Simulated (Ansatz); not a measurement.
The cluster NbO₂. Charge 0, multiplicity 2. Geometry PBE0-D4/def2-TZVP.

```xyz
3

Nb   -0.483    0.448   -0.207
O    -0.624   -1.241   -0.072
O     1.108    0.793    0.280
```

In the def2 sets Nb takes a core potential, while STO-3G treats all electrons; there is no spin–orbit coupling. At HF/STO-3G the charge 0 doublet is spin-contaminated (final ⟨S²⟩ up to 1.55, 0.75 for a pure state). The structure comes from a short search, and lower isomers may exist.

Q: Estimate the α-spin orbital energies around the gap (eV) in Ansatz with HF/STO-3G, PBE-D4/def2-TZVPD, B97M-V/def2-TZVP, r2SCANh-D4/def2-TZVP, ωB97M-V/def2-TZVP.

A: 
```tsv
orbital	HF/STO-3G	PBE-D4/def2-TZVPD	B97M-V/def2-TZVP	r2SCANh-D4/def2-TZVP	ωB97M-V/def2-TZVP
HOMO−5	-10.04	-9.22	-9.55	-10.03	-13.06
HOMO−4	-8.11	-8.87	-8.97	-9.52	-12.50
HOMO−3	-7.72	-8.49	-8.59	-9.10	-12.07
HOMO−2	-7.34	-8.12	-8.39	-8.85	-11.81
HOMO−1	-7.19	-6.91	-7.16	-7.63	-10.60
HOMO	-4.69	-5.03	-4.95	-5.72	-7.98
LUMO	5.18	-3.86	-3.68	-3.48	-0.98
LUMO+1	5.76	-3.44	-3.49	-3.13	-0.88
LUMO+2	8.77	-2.08	-1.73	-1.40	1.00
LUMO+3	9.95	-1.15	-1.12	-0.47	1.43
LUMO+4	10.72	-0.62	-0.40	0.20	1.47
LUMO+5	12.49	-0.40	-0.18	0.46	2.00
β HOMO	-9.37	-6.94	-7.24	-7.71	-10.63
β LUMO	5.54	-3.76	-3.65	-3.04	-1.69
```
